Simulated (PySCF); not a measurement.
A species of formula C3H9ClSSi2 has this rotational fingerprint, computed with wB97X-D/def2-SVPD in PySCF (dipole) on a GFN2-xTB geometry, gas phase:

```
Rotational constants : A = 4501, B = 424.0, C = 401.0 MHz
Dipole components    : |μa| = 1.70 D, |μb| = 0.70 D, |μc| = 0.10 D
Inertial defect      : -43.92 u·Å²
κ                    : -0.99
```

Question: Which candidate fits, each taken in the one conformer that was computed?
A. `[CH3:1][S:2][Si@@H:3]([Cl:4])/[CH:5]=[CH:6]/[SiH3:7]` with C1–S2–Si3–Cl4 55°, S2–Si3–C5–C6 4°
B. `[CH3:1][S:2][SiH2:3]/[C:4]([Cl:5])=[CH:6]/[SiH3:7]` with C1–S2–Si3–C4 -61°, S2–Si3–C4–Cl5 157°
C. `[CH2:1]=[CH:2][CH2:3][SiH2:4][S:5][SiH2:6][Cl:7]` with C1–C2–C3–Si4 112°, C2–C3–Si4–S5 -71°, C3–Si4–S5–Si6 67°, Si4–S5–Si6–Cl7 31°
D. `[Cl:1][SiH2:2][SiH2:3][S:4][CH:5]1[CH2:6][CH2:7]1` with Cl1–Si2–Si3–S4 180°, Si2–Si3–S4–C5 180°, Si3–S4–C5–C6 80°

Answer: D. It is Cl[SiH2][SiH2]SC1CC1, a near-prolate asymmetric top, point group C1. The candidates at the same level (rigid rotor, commonest isotopes):

```tsv
SMILES	A (MHz)	B (MHz)	C (MHz)	μa (D)	μb (D)	μc (D)	Δ (u·Å²)	point group	rotor
CS[SiH2]/C(Cl)=C/[SiH3]	1724	677.5	545.0	0.13	0.74	0.83	-111.65	C1	asymmetric top
Cl[SiH2][SiH2]SC1CC1	4501	424.0	401.0	1.70	0.70	0.10	-43.92	C1	near-prolate asymmetric top
CS[Si@@H](Cl)/C=C/[SiH3]	1821	579.1	463.5	0.17	0.30	0.78	-59.83	C1	asymmetric top
C=CC[SiH2]S[SiH2]Cl	1324	1008	757.6	1.09	0.88	0.09	-215.91	C1	asymmetric top
```

`CS[Si@@H](Cl)/C=C/[SiH3]` has A 60 % too low; `CS[SiH2]/C(Cl)=C/[SiH3]` has A 62 % too low; `C=CC[SiH2]S[SiH2]Cl` has B 138 % too high. No structure here is proved a minimum.
